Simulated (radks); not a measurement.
Question: All-electron calculation, non-relativistic Kohn-Sham, LB94 model potential, spin-polarised, spherical densities, point nucleus; open shells are filled with parallel spins first (spin-orbit coupling, left out, can overturn this in heavy ions). Program: a radial shooting solver on a logarithmic mesh with Libxc functionals. Response by self-consistent Sternheimer equations with the Hartree and adiabatic LDA kernel. For heavy and open-shell atoms this level of theory can miss by tens of per cent. Rank Mo2+, Ti, Xe, I, Pd+, Ge3+, Se, Rb2+, Te+ (NIST ground configurations) by static dipole polarisability, largest first.

Answer: Ti 82.87, I 31.78, Xe 27.36, Se 24.92, Te+ 22.63, Pd+ 10.07, Mo2+ 9.416, Rb2+ 6.718, Ge3+ 5.482 bohr^3.
